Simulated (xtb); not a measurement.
Cd(F)(SeH) (CdFHSe), SMILES [F][Cd][SeH]. All values are semi-empirical tight-binding results from xtb (GFN2-xTB unless named), good for trends rather than for accurate numbers. Coordinates come from a GFN2-xTB optimisation. One conformer was computed; it need not be the lowest.

For metal compounds this method's bond lengths and energies can be far off.

Computed properties:
* **point group as xtb finds it**: Cs
* **orbital gap**: 2.83 eV
* **zero-point energy**: 4.8 kcal/mol
* **G − E(el) at 298.15 K (modified RRHO)**: -14.9 kcal/mol
